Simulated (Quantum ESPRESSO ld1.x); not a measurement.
In47+, 2 electrons, occupied as [He]. Method: scalar-relativistic Kohn-Sham, LDA (Slater exchange, Perdew-Zunger correlation), spin-polarised, spherical densities, point nucleus; computed with ld1.x of Quantum ESPRESSO 7.5.

Normalised radial functions P(r) = r R(r), r in bohr:

```
   r/bohr * 1s (the largest magnitude, 5.21, reaches the edge; | marks zero)
 0.001101 |        *
 0.001281 |          *
 0.001492 |           *
 0.001737 |             *
 0.002022 |               *
 0.002335 |                 *
 0.002718 |                   *
 0.003164 |                     *
 0.003684 |                        *
 0.004288 |                           *
 0.004953 |                              *
 0.005766 |                                 *
 0.006712 |                                     *
 0.007814 |                                        *
 0.009097 |                                            *
  0.01051 |                                               *
  0.01223 |                                                  *
  0.01424 |                                                    *
  0.01658 |                                                     *
  0.01914 |                                                      *
  0.02229 |                                                     *
  0.02594 |                                                   *
   0.0302 |                                                *
  0.03516 |                                            *
  0.04061 |                                      *
  0.04727 |                                *
  0.05503 |                         *
  0.06407 |                  *
  0.07458 |            *
  0.08614 |        *
   0.1003 |    *
   0.1167 |  *
```

1s: eigenvalue -32547 eV, 0 radial nodes, <r> = 0.0295 bohr, 90 % of the charge inside 0.0530 bohr.
